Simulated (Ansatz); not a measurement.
Species: BI3, charge 0, singlet. BI3 (triiodoborane, SMILES IB(I)I).
B3LYP-D3(BJ)/def2-TZVP minimum from Ansatz (a quantum-chemistry and plane-wave program):
```
B
I 1 2.1251
I 1 2.1251 2 120.00
I 1 2.1251 2 120.00 3 -180.00
```

Total energies in def2-SVP, 24 correlated electrons, 28 frozen orbitals. UHF or UKS for unpaired electrons; spin-orbit terms are left out. Cores are frozen in correlated methods (noble-gas shells, and filled d and f shells in the p block). Past Kr the def2 sets carry scalar-relativistic core potentials. Spin-orbit terms, left out, reach several kcal/mol for Br and I, and more for heavier atoms.

```json
[
 {"method": "HF", "program": "Ansatz", "energy (Eh)": "-914.68993", "minus CCSDT(Q) (mEh)": "421.16"},
 {"method": "MP2", "program": "Ansatz", "energy (Eh)": "-915.06953", "minus CCSDT(Q) (mEh)": "41.57"},
 {"method": "CCSD", "program": "Ansatz", "energy (Eh)": "-915.09509", "minus CCSDT(Q) (mEh)": "16.01"},
 {"method": "CCSD(T)", "program": "Ansatz", "energy (Eh)": "-915.10931", "minus CCSDT(Q) (mEh)": "1.78"},
 {"method": "CCSDT(Q)", "program": "Ansatz", "energy (Eh)": "-915.11110", "minus CCSDT(Q) (mEh)": "0.00"}
]
```

Rough core times of Ansatz's runs on a shared machine: CCSD(T) under 20 s, CCSDT(Q) 6 min.
